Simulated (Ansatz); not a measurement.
`[OH][In]([SH])[SeH]` + `COC(C)=O` → `CC(=O)[SeH]` + `C[O][In]([OH])[SH]`  (formal exchange of groups at the Se–In bond)

Isolated molecules relaxed with PBE0-D4/def2-TZVP in Ansatz; ΔE leaves out vibrations. CCSD(T)/CBS adds triple-zeta CCSD(T) − MP2 to the extrapolated MP2 energy (def2 sets, frozen cores). DFT in def2-TZVPP. B3LYP here is the variant with VWN-RPA as its local correlation; programs differ in this. Elements past krypton have def2 core potentials. For In, Se outer-core shells are correlated without core-valence functions, which leaves a few kJ/mol of doubt a bond. Scalar relativity is left out up to krypton. Each species was taken in one conformer, which may not be the lowest.

| species | B3LYP energy (Eh) |
| --- | --- |
| `[OH][In]([SH])[SeH]` | -3067.17315 |
| `COC(C)=O` | -268.50678 |
| `CC(=O)[SeH]` | -2555.49939 |
| `C[O][In]([OH])[SH]` | -780.12633 |

(1) Work out ΔE.

Largest T1 diagnostic among the species: 0.016.

## Answers

(1) ΔE = (-2555.49939) + (-780.12633) − (-3067.17315) − (-268.50678) = 0.05421 Eh = +142.3 kJ/mol. CCSD(T)/CBS gives +140.7 kJ/mol.

In def2-TZVPP, CCSD(T) changes the Hartree–Fock value by −32.2 kJ/mol (the triples alone add −5.2 kJ/mol) and MP2 by −33.0 kJ/mol. From PBE to PBE0 (25 % exact exchange), in def2-TZVPP and without D4, ΔE moves by +17.1 kJ/mol.
